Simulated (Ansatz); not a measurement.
`O=C=N[SiH]F` radical at its PBE0-D4/def2-TZVP geometry, where that method's forces vanish. The species carries charge 0 and has multiplicity 2.

| atom | x (Å) | y (Å) | z (Å) |
| --- | --- | --- | --- |
| O1 | 0.707 | -2.662 | -0.475 |
| C2 | 0.393 | -1.576 | -0.209 |
| N3 | 0.082 | -0.463 | 0.110 |
| Si4 | -0.614 | 1.076 | -0.093 |
| F5 | 0.530 | 2.084 | -0.568 |
| H6 | -1.098 | 1.540 | 1.234 |

Task: For each bond, give half the difference of the two atoms' forces along it (eV/Å; positive pushes the atoms apart) under PBE-D4, r2SCAN-D4, B3LYP-D4, ωB97M-V in def2-TZVPP. (Best estimate.)

Result: Ansatz gave: 
```tsv
bond	length (Å)	PBE-D4	r2SCAN-D4	B3LYP-D4	ωB97M-V
O1–C2	1.161	0.91	0.34	0.27	0.05
C2–N3	1.199	0.30	0.10	-0.09	-0.02
N3–Si4	1.701	-0.36	-0.16	0.05	0.12
Si4–F5	1.596	0.58	0.07	0.23	0.18
Si4–H6	1.487	0.06	-0.03	-0.11	-0.15
```

B3LYP here is the variant with VWN-RPA as its local correlation; programs differ in this.
